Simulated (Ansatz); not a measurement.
Relaxation of BBrH$_{2}$O$_{2}$ (6 atoms, charge 0, multiplicity 1), to a largest force component of 0.02 eV/Å in at most 50 steps.

Method: UKS PBE/def2-SVP (Ansatz).

```xyz
6
Properties=species:S:1:pos:R:3:forces:R:3
O 0.228 1.194 -0.540 0.15 -0.62 -1.61
B -0.193 -0.074 -0.025 7.83 -2.29 0.39
O 0.775 -0.891 0.643 -3.29 2.10 -1.61
Br -1.988 -0.731 -0.237 -2.05 -0.68 -0.48
H 0.482 1.052 -1.496 -0.31 0.44 0.68
H -0.955 0.518 0.638 -2.33 1.04 2.63
```

Question: Where does it end, and by what steps?

Answer: The run converged. The force dipped under the threshold on the way, but the program's further checks kept it going. After 28 steps the energy has fallen by 4.143 eV; H6 moved furthest, 1.10 Å. Parted: B2–Br4, B2–H6.

```csv
step,energy less start (eV),largest force component (eV/Å),accepted
0,0.0000,7.829,yes
1,-0.8560,5.291,yes
2,-1.8815,2.367,yes
3,-2.6925,1.797,yes
4,-3.3633,1.734,yes
5,-3.7815,1.395,yes
6,-3.9878,0.730,yes
7,-4.0859,0.617,yes
8,-4.1236,0.162,yes
9,-4.1269,0.320,yes
10,-4.1270,0.327,yes
11,-4.1282,0.378,yes
12,-4.1283,0.389,yes
13,-4.1287,0.453,yes
14,-4.1295,0.490,yes
15,-4.1312,0.481,yes
16,-4.1316,0.474,yes
17,-4.1332,0.460,yes
18,-4.1337,0.446,yes
19,-4.1353,0.392,yes
20,-4.1363,0.374,yes
21,-4.1379,0.325,yes
22,-4.1417,0.045,yes
23,-4.1419,0.035,yes
24,-4.1415,0.265,no
25,-4.1426,0.017,yes
26,-4.1429,0.046,yes
27,-4.1429,0.092,yes
28,-4.1430,0.005,yes
```

```xyz
6
Properties=species:S:1:pos:R:3
O 0.856 0.908 -1.069
B 0.739 0.141 0.004
O 0.620 -0.571 1.000
Br -2.489 -0.027 -0.144
H -0.014 1.116 -1.467
H -1.364 -0.499 0.659
```

Whether the end is a true minimum wasn't checked by a vibrational analysis.

Run time: 32 s on 2 threads of Intel(R) Xeon(R) 6975P-C (Granite Rapids) (shared host), peak memory 0.2 GiB.
